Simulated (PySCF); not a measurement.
Isomers of C8H16Si, one GFN2-xTB conformer each. Single-point energies are computed at PBE0/pcSseg-1 (PySCF, gas phase, no added dispersion term), electronic only.

Problem. Rank them by PBE0/pcSseg-1 energy, lowest first (kJ/mol).
A. `[CH2:1]=[C:2]([CH3:3])[C@@:4]1([CH3:5])[CH2:6][CH2:7][CH2:8][SiH2:9]1` with C1–C2–C4–C5 -117°, C2–C4–C6–C7 161°, C4–C6–C7–C8 -52°, C6–C7–C8–Si9 36°, C7–C8–Si9–C4 -11°
B. `[CH2:1]1[CH2:2][CH2:3][CH:4]([C@@H:5]2[CH2:6][CH2:7][SiH2:8]2)[CH2:9]1` with C3–C4–C5–C6 -69°, C9–C1–C2–C3 42°, C1–C2–C3–C4 -38°, C2–C3–C4–C5 -102°, C4–C5–C6–C7 -134°
C. `[CH2:1]=[C:2]([CH3:3])/[CH:4]=[C:5](\[SiH3:6])[CH:7]([CH3:8])[CH3:9]` with C1–C2–C4–C5 172°, C4–C5–C7–C8 -98°
D. `CC(C)(C)[C@H]1C=CC[SiH2]1`
E. `[CH2:1]=[CH:2][CH2:3][C@@H:4]1[CH2:5][SiH2:6][C@@H:7]([CH3:8])[CH2:9]1` with C1–C2–C3–C4 120°, C2–C3–C4–C5 -63°, C3–C4–C5–Si6 -161°, C4–C5–Si6–C7 14°, C5–Si6–C7–C8 -109°, Si6–C7–C9–C4 -36°
F. `[CH2:1]1[CH2:2][CH2:3][Si:4]2([CH2:5]1)[CH2:6][CH2:7][CH2:8][CH2:9]2` with C5–C1–C2–C3 53°, C1–C2–C3–Si4 -39°, C2–C3–Si4–C5 14°, C3–Si4–C5–C1 14°
G. `[CH3:1][CH:2]([CH3:3])[C@@H:4]1[CH:5]=[CH:6][CH2:7][Si@H:8]1[CH3:9]` with C1–C2–C4–C5 180°
H. `[CH2:1]=[CH:2][C@H:3]1[CH2:4][Si@H:5]([CH2:6][CH2:7][CH3:8])[CH2:9]1` with C1–C2–C3–C4 124°, C4–Si5–C6–C7 73°, Si5–C6–C7–C8 180°, C2–C3–C4–Si5 108°, C3–C4–Si5–C6 123°, C4–Si5–C9–C3 -8°, C2–C3–C9–Si5 -108°
I. `[CH:1]#[C:2][C@@:3]([CH3:4])([CH2:5][CH3:6])[CH2:7][SiH2:8][CH3:9]` with C2–C3–C5–C6 60°, C2–C3–C7–Si8 68°, C3–C7–Si8–C9 -55°
J. `[CH2:1]=[CH:2][C@@:3]1([CH2:4][CH2:5][CH3:6])[SiH2:7][C@H:8]1[CH3:9]` with C1–C2–C3–C4 -26°, C2–C3–C4–C5 -59°, C3–C4–C5–C6 -65°

Solution. F (0.0), G (81.5), D (119.2), A (135.0), E (137.0), B (138.5), H (180.6), C (219.4), I (252.8), J (267.4).

As drawn, the highest has a three-membered ring and a C=C bond outside aromatic rings, which the lowest lacks. Neighbours under 10 kJ/mol apart (C=C(C)[C@@]1(C)CCC[SiH2]1 and C=CC[C@@H]1C[SiH2][C@@H](C)C1; C=CC[C@@H]1C[SiH2][C@@H](C)C1 and C1CCC([C@@H]2CC[SiH2]2)C1) can change places with a better method, another conformer or zero-point energy. GFN2-xTB itself gives, in the same order: 0.0, 70.6, 40.2, 51.9, 63.2, 8.7, 149.9, 119.0, 176.6, 189.7. Both levels put the same isomer lowest; measured from each level's own lowest isomer, the values differ by up to 129.8 kJ/mol (C1CCC([C@@H]2CC[SiH2]2)C1: 8.7 against 138.5).

Problem. Which frontier levels, dipoles and rotational constants go with these structures?

Solution. 
```tsv
SMILES	HOMO (eV, PBE0/pcSseg-1)	LUMO (eV)	dipole (D)	A, B, C (MHz)
C1CC[Si]2(C1)CCCC2	-7.73	1.35	0.00	2856, 886.4, 851.3
CC(C)[C@@H]1C=CC[Si@H]1C	-6.93	0.73	0.46	1835, 1098, 764.8
CC(C)(C)[C@H]1C=CC[SiH2]1	-7.01	0.60	0.27	2224, 1066, 886.4
C=C(C)[C@@]1(C)CCC[SiH2]1	-6.79	0.57	0.52	2101, 1083, 960.0
C=CC[C@@H]1C[SiH2][C@@H](C)C1	-7.36	0.51	0.46	2654, 747.6, 647.5
C1CCC([C@@H]2CC[SiH2]2)C1	-7.41	0.47	0.26	2967, 817.6, 690.9
C=C[C@H]1C[Si@H](CCC)C1	-7.23	0.41	1.07	4840, 510.3, 493.9
C=C(C)/C=C(\[SiH3])C(C)C	-6.49	-0.94	0.48	1670, 947.6, 675.7
C#C[C@@](C)(CC)C[SiH2]C	-7.66	1.13	0.56	1849, 915.7, 811.0
C=C[C@@]1(CCC)[SiH2][C@H]1C	-5.90	-0.23	0.72	1571, 1074, 928.6
```
